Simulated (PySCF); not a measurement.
**NMR data sheet: C3H5B**

| Property | Result |
| --- | --- |
| Formula | C3H5B |
| SMILES | BC#CC |
| Point group of the computed structure | C1 |
| Carbon signals | 3 |
| Proton signals | 2 |

Bonds (- single, = double, # triple, : aromatic): B1-C2 1.501 Å, C2#C3 1.224 Å, C3-C4 1.448 Å. B1 carries H5, H6; C4 carries H7, H8, H9.

One conformer, rapidly exchanging positions averaged, isolated molecule, relativity neglected. Coordinates at the PBE0-D3(BJ)/def2-SVP level; NMR shieldings at PBE0/pcSseg-1/GIAO; spin–spin couplings from B3LYP/pcJ-1; PySCF 2.14.

δ = σ(ref) − σ, references computed at the same level: TMS for 1H, 13C; 11B vs BF3·OEt2.

```tsv
carbon	δC, type	δH (multiplicity, J in Hz)	HMBC from (abs. J ≥ 3 Hz)	span of the C tensor (ppm)
C2	100.4, C	–	H5/H6, H7/H8/H9	284
C3	160.0, C	–	H5/H6, H7/H8/H9	125
C4	8.5, CH3	2.42 (t, 2.4)	–	19
```

Other nuclei:
| atoms | nucleus | environment | δ (ppm) | σ (ppm) |
| --- | --- | --- | --- | --- |
| H5/H6 | 1H | hydrogen on a boron bonded to C | 6.67 | 24.60 |
| B1 | 11B | boron bonded to C, 2 H | 67.0 | 33.8 |

Selected couplings (Hz, signed; the shortest-range and largest first, 30 at most; isotopes 13C, 11B, 1H): 1J(C2,C3) 170.6, 1J(B1,H5) 144.7, 1J(C4,H7) 138.9, 1J(B1,C2) 99.4, 1J(C3,C4) 72.6, 2J(B1,C3) 19.4, 2J(C2,C4) 10.3, 3J(B1,C4) 1.5, 4J(B1,H7) -1.4.

- δC 160.0, 100.4: alkyne carbon.
- δC 8.5: propargylic methyl carbon; saturated and bonded to C and H only.
- δH 6.67: hydrogen on a boron bonded to C.
- δH 2.42: hydrogen on a propargylic methyl carbon.

Hydrogens on boron are broadened and split by 11B (spin 3/2, 80 %) and 10B (spin 3). A carbon bonded to boron is broadened by the quadrupolar boron nucleus and is often missing from a measured spectrum. Splittings below 1 Hz are ignored in the labels, and close J values are merged. Shifts are as computed. Against solution values, carbons near 30 ppm lie about +2 ppm off and those near 130 ppm about +5 ppm. Of 1211 compounds with measured shifts, 218 miss one by over three times the rms of a fit or turn the order of signals round; such compounds aren't used in these exercises.
